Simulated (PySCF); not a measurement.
Dipole moment and polarisability of `F[Si](F)(F)F`

Compound: SiF₄.
Geometry (PBE0-D3(BJ)/def2-TZVP, Å), atoms numbered from 1 in this order:
```
atom  x, y, z in Å
F1    -1.4793   -0.3148   -0.3760
Si2    0.0065   -0.0071   -0.0074
F3     0.8378   -1.3283   -0.0498
F4     0.5960    1.0114   -1.0333
F5     0.0724    0.6034    1.4288
```

Level: CAM-B3LYP/aug-cc-pVTZ (PySCF), static field, nuclei fixed, core orbitals frozen in the response. The polarisability tensor in these axes (au):

```
x   22.52  0.00  0.00
y    0.00 22.52  0.00
z    0.00  0.00 22.53
```

Task: Give the principal values, the mean and the anisotropy Δα = √{½[(α1 − α2)² + (α2 − α3)² + (α1 − α3)²]}.

Result: Principal values 22.52, 22.52 and 22.53 au; mean 22.52 au = 3.34 Å³ = 3.71 × 10⁻⁴⁰ C²·m²/J; Δα = 0.01 au (0 % of the mean). Point group Td makes the tensor isotropic, so any spread comes from the grid or from a geometry that is symmetric only within 0.08 Å.

Task: What is the dipole moment?

Result: 0.00 D; point group Td allows none.

Task: Estimate the molar refractivity from the static electronic polarisability.

Result: Lorentz–Lorenz: R = (4π/3)N_A α = 2.5225 cm³/(mol·Å³) × 3.34 Å³ = 8.4 cm³/mol, in the limit of long wavelengths.

Task: Find the Langevin capture rate constant for H3+ (3.023 u) meeting this molecule (103.971 u), k = 2.342 × 10⁻⁹ cm³/s × √(α in Å³ / reduced mass in u).

Result: The reduced mass is 2.94 u, so k = 2.50 × 10⁻⁹ cm³/s.

Task: What would n − 1 = 2πNα be for an ideal gas of these molecules at 500 K and 1 atm, electronic part alone?

Result: N = p/kT = 1.4678 × 10¹⁹ cm⁻³, so n − 1 = 2π × N × 3.34 × 10⁻²⁴ cm³ = 308 × 10⁻⁶ at long wavelengths.

Task: In TDDFT the mean static polarisability is Σ f/ω² over all singlet excitations (ω in hartree). How much of it do the 10 lowest give? Their energies (eV) and oscillator strengths: 10.94, 0.0000; 10.94, 0.0000; 10.94, 0.0000; 12.06, 0.0011; 12.06, 0.0010; 12.08, 0.2205; 12.09, 0.2197; 12.09, 0.2211; 12.68, 0.0000; 12.75, 0.0000.

Result: They add up to 3.36 au, 14.9 % of the 22.52 au; the largest single term is 1.12 au, from the state at 12.09 eV. Terms in order: 0.00, 0.00, 0.00, 0.01, 0.00, 1.12, 1.11, 1.12, 0.00, 0.00 au. Higher excitations give the rest. The strengths listed sum to 0.663.

Isolated species at its PBE0-D3(BJ)/def2-TZVP geometry, gas phase.

These values come from a run that also computed excited states. On an AMD EPYC with 2 threads, shared host with 64 logical CPUs at a one-minute load of 62, this took 42 s wall, 89 s CPU and 0.89 GiB of memory at its peak.
